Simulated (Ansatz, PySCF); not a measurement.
C₃, SMILES [C]=C=[C] (connectivity only; charge and spin as stated), neutral, multiplicity 1.

Geometry: PBE-D3(BJ)/def2-TZVP. The isomer is the one that the SMILES or the coordinates give; other isomers of the formula were not compared.

Vertical ionisation energy (IE) and electron affinity (EA) in eV. Rows of orbital energies are one-electron estimates. Where ΔSCF, EOM or ADC give a negative EA the extra electron is unbound and the value depends on the basis.

```
level                                                                   IE    EA
-------------------------------------------------------------------  -----  ----
−ε(HOMO), −ε(LUMO), M06-2X/def2-TZVPD (PySCF)                        10.92  3.55
−ε(HOMO), −ε(LUMO), PBE/def2-TZVPD (PySCF)                            7.95  5.56
EOM-CCSD/aug-cc-pVDZ (PySCF)                                         11.86  1.89
ADC(2)/aug-cc-pVDZ (PySCF)                                           11.24  2.22
ΔSCF, PBE/def2-TZVPD (Ansatz), final states of multiplicity 2 and 2  11.72  2.10
```

Question: What vertical singlet–triplet gap does ΔSCF give with CAM-B3LYP/def2-TZVPD (Ansatz, a quantum-chemistry and plane-wave program) and with PBE/def2-TZVPD (Ansatz)? (Estimate from the structure and the level; the computed values follow.)

Answer: 2.27 and 1.84 eV (triplet above singlet where positive).

Question: Give the lowest 1s main lines (those of the lightest heavy element) from CVS-ADC(2)-x/aug-cc-pVDZ (PySCF, non-relativistic), with pole strengths. (The exact figures need the calculation; the answer reports its results.)

Answer: 292.7 eV (1.51), 295.9 eV (1.32), 295.9 eV (1.32).

Question: Beyond the first one, list the lowest photoelectron lines from ADC(2)/aug-cc-pVDZ (PySCF 2.14.0) with their pole strengths (two spins summed). (The exact figures need the calculation; the answer reports its results.)

Answer: 12.07 eV (1.62), 13.20 eV (1.78), 13.20 eV (1.78), 22.45 eV (1.57).
